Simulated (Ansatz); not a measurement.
Stepwise reaction of `[OH][Ga]([OH])[F]` with hydrogen, as a gas-phase model of exchange steps in deposition or etching. ΔE in kJ/mol; ΔG adds harmonic PBE0-D4 terms to CCSD(T)/CBS, at 1 bar.

Program: Ansatz. Geometries: PBE0-D4/def2-TZVP. ΔE: electronic, gas phase. CCSD(T)/CBS is the MP2 limit (def2-TZVPP, def2-QZVPP) plus CCSD(T) − MP2 in def2-TZVPP, frozen cores. This one scheme is used for every species. DFT in def2-TZVPP. B3LYP here is the variant with VWN-RPA as its local correlation; programs differ in this. For Ga outer-core shells are correlated without core-valence functions, which leaves a few kJ/mol of doubt a bond. Scalar relativity is left out up to krypton. One conformer a species, not always the lowest.

```json
{"step": "2", "reaction": "`[OH][GaH][F]` + H₂ → `[F][GaH2]` + H₂O", "PBE-D4": "40.0", "B3LYP-D4": "40.3", "ωB97M-V": "38.1", "CCSD(T)/CBS": "42.2", "ΔG(600 K)": "39.5"}
```

Problem. Give the row of step 1, `[OH][Ga]([OH])[F]` + H₂ → `[OH][GaH][F]` + H₂O. (An estimate is asked.)

Solution. Computed: 
| step | reaction | PBE-D4 | B3LYP-D4 | ωB97M-V | CCSD(T)/CBS | ΔG(600 K) |
| --- | --- | --- | --- | --- | --- | --- |
| 1 | `[OH][Ga]([OH])[F]` + H₂ → `[OH][GaH][F]` + H₂O | 25.4 | 27.2 | 25.4 | 28.0 | 22.5 |

Problem. By hand: ΔE of the 2 steps together at CCSD(T)/CBS.

Solution. (28.0) + (42.2) = 70.2 kJ/mol, or 35.1 kJ/mol a step.

In ΔE each step is higher than the one before. All are uphill at CCSD(T)/CBS. ΔG lies between 22.5 and 39.5 kJ/mol a step. PBE-D4 differs from CCSD(T)/CBS by -2.6 to -2.2 kJ/mol a step. Isolated molecules leave out the surface, adducts and barriers. Largest T1 diagnostic: 0.015.
